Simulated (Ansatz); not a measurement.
C2H7Cl2GaO, SMILES `C[OH+][Ga-]([CH3])([Cl])[Cl]`, 13 atoms. Charge 0, multiplicity 1. Correlated methods include outer-core shells of Ga, which these sets cover unevenly. Scalar relativity is left out up to krypton. All runs use 4 threads of an Arm Neoverse V2 on a shared host. Correlated methods freeze the cores.

**Question.** How many basis functions does each run have, and how long does it take in Ansatz? RKS ωB97M-V/def2-TZVPP energy and forces; RHF-MP2/def2-TZVPP energy; RKS PBE0-D4/def2-QZVPP energy; RKS LC-ωPBE/def2-TZVPP energy; RHF-CCSD(T)/def2-SVP energy; RKS PBE0-D4/def2-TZVP relaxation (28 steps); RHF-MP2/def2-QZVPP energy; RKS ωB97M-V/def2-SVP energy; RKS ωB97M-V/def2-QZVPP energy; direct RPA on PBE orbitals/def2-TZVPP energy; RKS PBE0-D4/def2-TZVP frequencies; RKS PBE-QIDH (frozen core)/def2-TZVPP energy. (An estimate is asked.)

**Answer.** The calculation gave: Other jobs shared the machine, so times are rough.

```
                                level                    job  functions  wall time  peak host memory (GiB)
               RKS LC-ωPBE/def2-TZVPP                 energy        323      5.5 s                    0.87
                   RHF-MP2/def2-TZVPP                 energy        323      8.5 s                     1.1
                 RKS ωB97M-V/def2-SVP                 energy        145       10 s                    0.62
direct RPA on PBE orbitals/def2-TZVPP                 energy        323       12 s                    0.98
RKS PBE-QIDH (frozen core)/def2-TZVPP                 energy        323       13 s                     1.1
               RKS PBE0-D4/def2-QZVPP                 energy        610       25 s                     3.3
               RKS ωB97M-V/def2-TZVPP      energy and forces        323       26 s                     1.8
                 RHF-CCSD(T)/def2-SVP                 energy        145       29 s                     1.1
               RKS ωB97M-V/def2-QZVPP                 energy        610       49 s                     3.9
                   RHF-MP2/def2-QZVPP                 energy        610       59 s                     5.5
                RKS PBE0-D4/def2-TZVP  relaxation (28 steps)        257    3.5 min                     1.1
                RKS PBE0-D4/def2-TZVP            frequencies        257    7.7 min                       1
```

LC-ωPBE has ω = 0.4 bohr⁻¹.
